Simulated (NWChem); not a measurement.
System: C$_{3}$H$_{5}$FSi; SMILES C#C[C@@H](F)[SiH3]

Here is an NWChem input.

```
start job
memory heap 200 mb stack 900 mb global 1100 mb
geometry units angstroms noautoz
  C      0.780149    -2.361501     0.171881
  C      0.178227    -1.337999    -0.124192
  C     -0.484283    -0.085844    -0.448899
  F     -1.716240     0.045025     0.218970
  Si     0.602530     1.426149     0.066903
  H      1.303850    -3.272581     0.425896
  H     -0.683907    -0.039918    -1.545304
  H     -0.147090     2.682781    -0.273788
  H      0.846784     1.350515     1.544320
  H      1.901298     1.381471    -0.688231
end
basis spherical
  * library 6-31g*
end
dft
  xc n12
  iterations 150
  mulliken
end
task dft energy
```

Output (shortened):

```
             Northwest Computational Chemistry Package (NWChem) 7.3.0
             --------------------------------------------------------

 C1  symmetry detected

                             Geometry "geometry" -> ""
                             -------------------------

 Output coordinates in angstroms (scale by  1.889725989 to convert to a.u.)

  No.       Tag          Charge          X              Y              Z
 ---- ---------------- ---------- -------------- -------------- --------------
    1 C                    6.0000     0.71685125    -2.38341415     0.16919272
    2 C                    6.0000     0.15259596    -1.33858962    -0.12658310
    3 C                    6.0000    -0.46406326    -0.06304690    -0.45057144
    4 F                    9.0000    -1.69395461     0.10892323     0.21176327
    5 Si                  14.0000     0.67246813     1.40842588     0.07516737
    6 H                    1.0000     1.20707737    -3.31302249     0.42288507
    7 H                    1.0000    -0.65655951    -0.00692681    -1.54777634
    8 H                    1.0000    -0.03101123     2.69154100    -0.26521014
    9 H                    1.0000     0.90665155     1.31993032     1.55350028
   10 H                    1.0000     1.97257573     1.32051053    -0.67384059

 Effective nuclear repulsion energy (a.u.)     198.9576457884

                                 NWChem DFT Module
                                 -----------------

 Summary of "ao basis" -> "ao basis" (spherical)
 ------------------------------------------------------------------------------
       Tag                 Description            Shells   Functions and Types
 ---------------- ------------------------------  ------  ---------------------
 C                           6-31g*                  6       14   3s2p1d
 F                           6-31g*                  6       14   3s2p1d
 Si                          6-31g*                  8       18   4s3p1d
 H                           6-31g*                  2        2   2s

            General Information
            -------------------
          SCF calculation type: DFT
          Wavefunction type:  closed shell.
          No. of atoms     :    10
          No. of electrons :    46
           Alpha electrons :    23
            Beta electrons :    23
          Charge           :     0
          Spin multiplicity:     1
          Use of symmetry is: off; symmetry adaption is: off
          Maximum number of iterations: 150
          AO basis - number of functions:    84
                     number of shells:    42
          Convergence on energy requested:  1.00D-06
          Convergence on density requested:  1.00D-05
          Convergence on gradient requested:  5.00D-04

              XC Information
              --------------
                          N12 Method XC Functional
                           N12 Exchange Functional  1.000
                         N12 Correlation Potential  1.000

             Grid Information
             ----------------
          Grid used for XC integration:  medium
          Radial quadrature: Mura-Knowles
          Angular quadrature: Lebedev.
          Tag              B.-S. Rad. Rad. Pts. Rad. Cut. Ang. Pts.
          ---              ---------- --------- --------- ---------
          C                   0.70       49          12.0       434
          F                   0.50       49          11.0       434
          Si                  1.10       88          11.0       590
          H                   0.35       45          13.0       434
          Grid pruning is: on
          Number of quadrature shells:   509
          Spatial weights used:  Erf1

      Superposition of Atomic Density Guess
      -------------------------------------

 Sum of atomic energies:        -503.66156468

      Non-variational initial energy
      ------------------------------

 Total energy =    -505.614099
 1-e energy   =   -1089.373784
 2-e energy   =     384.802039
 HOMO         =      -0.276980
 LUMO         =       0.021011

     ---------------------------------------------
      Total Density - Mulliken Population Analysis
     ---------------------------------------------

    Atom       Charge   Shell Charges
 -----------   ------   -------------------------------------------------------
    1 C    6     6.47   2.00  0.75  1.89  0.69  1.12  0.03
    2 C    6     5.91   2.00  0.74  1.86  0.51  0.77  0.04
    3 C    6     5.81   2.00  0.67  1.63  0.58  0.87  0.05
    4 F    9     9.51   2.00  0.95  3.41  1.02  2.13  0.01
    5 Si  14    13.62   2.00  2.00  5.97  1.00  1.69  0.32  0.53  0.11
    6 H    1     0.71   0.42  0.29
    7 H    1     0.79   0.46  0.33
    8 H    1     1.06   0.47  0.59
    9 H    1     1.06   0.47  0.59
   10 H    1     1.05   0.46  0.59

   convergence    iter        energy       DeltaE   RMS-Dens  Diis-err
 ---------------- ----- ----------------- --------- --------- ---------
 d= 0,ls=0.0,diis     1   -506.3631318468 -7.05D+02  1.82D-02  7.28D-01
 d= 0,ls=0.0,diis     2   -506.3210240536  4.21D-02  1.08D-02  1.18D+00
 d= 0,ls=0.0,diis     3   -506.4163299229 -9.53D-02  5.94D-03  3.07D-01
 d= 0,ls=0.0,diis     4   -506.4356948241 -1.94D-02  2.86D-03  1.36D-01
 d= 0,ls=0.0,diis     5   -506.4533789583 -1.77D-02  7.05D-04  5.50D-03
  Resetting Diis
 d= 0,ls=0.0,diis     6   -506.4538929341 -5.14D-04  2.58D-04  5.38D-04
 d= 0,ls=0.0,diis     7   -506.4539617373 -6.88D-05  9.23D-05  1.22D-05
 d= 0,ls=0.0,diis     8   -506.4539604985  1.24D-06  5.11D-05  2.46D-05
 d= 0,ls=0.0,diis     9   -506.4539636204 -3.12D-06  9.54D-06  1.06D-06
 d= 0,ls=0.0,diis    10   -506.4539637176 -9.72D-08  2.73D-06  7.79D-08

         Total DFT energy =     -506.453963717616
      One electron energy =    -1093.705918246386
           Coulomb energy =      437.770683894955
    Exchange-Corr. energy =      -49.476375154625
 Nuclear repulsion energy =      198.957645788440

 Numeric. integr. density =       46.000011907814

                       DFT Final Molecular Orbital Analysis
                       ------------------------------------

 Vector   21  Occ=2.000000D+00  E=-2.787516D-01
              MO Center= -4.7D-01, -1.3D-01, -2.7D-02, r^2= 3.3D+00
   Bfn.  Coefficient  Atom+Function         Bfn.  Coefficient  Atom+Function
  ----- ------------  ---------------      ----- ------------  ---------------
    46      0.387597   4 F  py               50      0.262779   4 F  py
    63      0.205794   5 Si px               45      0.196074   4 F  px
    32     -0.188564   3 C  py               19     -0.183393   2 C  pz
    17     -0.168267   2 C  px               47      0.169007   4 F  pz
    84      0.161426  10 H  s                49      0.134161   4 F  px

 Vector   22  Occ=2.000000D+00  E=-2.439108D-01
              MO Center=  3.4D-01, -1.7D+00,  1.3D-02, r^2= 1.8D+00
   Bfn.  Coefficient  Atom+Function         Bfn.  Coefficient  Atom+Function
  ----- ------------  ---------------      ----- ------------  ---------------
    19     -0.300281   2 C  pz                5     -0.293295   1 C  pz
    17      0.286565   2 C  px                3      0.279831   1 C  px
     9     -0.179117   1 C  pz                7      0.176641   1 C  px
    23     -0.156720   2 C  pz               21      0.154009   2 C  px
    45      0.117741   4 F  px               46     -0.092880   4 F  py

 Vector   23  Occ=2.000000D+00  E=-2.208836D-01
              MO Center=  2.3D-01, -1.2D+00, -4.1D-02, r^2= 3.2D+00
   Bfn.  Coefficient  Atom+Function         Bfn.  Coefficient  Atom+Function
  ----- ------------  ---------------      ----- ------------  ---------------
     5      0.264976   1 C  pz                3      0.225181   1 C  px
    19      0.208969   2 C  pz               64      0.192978   5 Si py
     4      0.187311   1 C  py                9      0.178861   1 C  pz
    18      0.174204   2 C  py               17      0.168479   2 C  px
    78      0.153835   7 H  s                 7      0.152443   1 C  px

 Vector   24  Occ=0.000000D+00  E=-2.534253D-02
              MO Center=  1.0D-01, -9.0D-01, -1.1D-02, r^2= 4.0D+00
   Bfn.  Coefficient  Atom+Function         Bfn.  Coefficient  Atom+Function
  ----- ------------  ---------------      ----- ------------  ---------------
     7      0.377852   1 C  px               35     -0.320787   3 C  px
     3      0.312354   1 C  px               67     -0.308587   5 Si px
    48     -0.305568   4 F  s                84      0.273127  10 H  s
    21     -0.270075   2 C  px               17     -0.241057   2 C  px
     9     -0.227647   1 C  pz               31     -0.213531   3 C  px

 Vector   25  Occ=0.000000D+00  E= 1.698868D-03
              MO Center=  6.5D-01,  3.6D-01,  2.7D-03, r^2= 5.9D+00
   Bfn.  Coefficient  Atom+Function         Bfn.  Coefficient  Atom+Function
  ----- ------------  ---------------      ----- ------------  ---------------
    68      0.668638   5 Si py               67      0.535761   5 Si px
    34      0.515812   3 C  s                69      0.361700   5 Si pz
     9     -0.348947   1 C  pz               36      0.318577   3 C  py
    22      0.286208   2 C  py               23      0.261298   2 C  pz
    82     -0.259996   9 H  s                 5     -0.251756   1 C  pz

 Vector   26  Occ=0.000000D+00  E= 1.685359D-02
              MO Center=  4.4D-01, -1.5D-01, -1.6D-01, r^2= 5.6D+00
   Bfn.  Coefficient  Atom+Function         Bfn.  Coefficient  Atom+Function
  ----- ------------  ---------------      ----- ------------  ---------------
    34      0.827847   3 C  s                68      0.662879   5 Si py
    78     -0.540147   7 H  s                80     -0.479633   8 H  s
     9      0.344041   1 C  pz               69      0.311854   5 Si pz
    23     -0.296234   2 C  pz               19     -0.248166   2 C  pz
    62      0.248681   5 Si s                 5      0.236482   1 C  pz

     ---------------------------------------------
      Total Density - Mulliken Population Analysis
     ---------------------------------------------

    Atom       Charge   Shell Charges
 -----------   ------   -------------------------------------------------------
    1 C    6     6.45   2.00  0.69  2.01  0.72  1.02  0.02
    2 C    6     5.69   2.00  0.70  2.04  0.45  0.48  0.03
    3 C    6     6.08   2.00  0.68  2.01  0.56  0.77  0.06
    4 F    9     9.31   2.00  0.94  3.38  1.04  1.93  0.01
    5 Si  14    13.77   2.00  2.00  5.98  1.04  1.98  0.27  0.37  0.14
    6 H    1     0.81   0.51  0.30
    7 H    1     0.82   0.53  0.29
    8 H    1     1.03   0.51  0.52
    9 H    1     1.02   0.51  0.51
   10 H    1     1.03   0.51  0.52

     -------------------------------------------
      Total Density - Lowdin Population Analysis
     -------------------------------------------

    Atom       Charge   Shell Charges
 -----------   ------   -------------------------------------------------------
    1 C    6     6.18   1.99  0.57  1.81  0.46  1.30  0.04
    2 C    6     6.05   1.99  0.55  1.81  0.40  1.23  0.07
    3 C    6     6.11   1.99  0.54  1.79  0.42  1.23  0.15
    4 F    9     9.16   1.99  0.94  3.25  0.84  2.12  0.03
    5 Si  14    13.80   2.00  1.98  5.90  0.73  1.77  0.39  0.86  0.17
    6 H    1     0.83   0.46  0.36
    7 H    1     0.84   0.50  0.35
    8 H    1     1.02   0.49  0.52
    9 H    1     1.01   0.49  0.52
   10 H    1     1.02   0.49  0.52

     Multipole analysis of the density
     ---------------------------------

     L   x y z        total         alpha         beta         nuclear
     -   - - -        -----         -----         ----         -------
     0   0 0 0     -0.000000    -23.000000    -23.000000     46.000000

     1   1 0 0      0.543582      0.271791      0.271791     -0.000000
     1   0 1 0     -0.105332     -0.052666     -0.052666      0.000000
     1   0 0 1     -0.306512     -0.153256     -0.153256      0.000000

     2   2 0 0    -28.590360    -91.561519    -91.561519    154.532677
     2   1 1 0     -1.395642     -0.735812     -0.735812      0.075982
     2   1 0 1      1.101320     -1.163025     -1.163025      3.427369
     2   0 2 0    -23.839196   -180.551237   -180.551237    337.263278
     2   0 1 1     -0.838844      0.448578      0.448578     -1.735999
     2   0 0 2    -26.495973    -26.605345    -26.605345     26.714716
```

Level: N12/6-31G* (spherical d). Coordinates come from a PBE-D3(BJ)/def2-SVP optimisation.
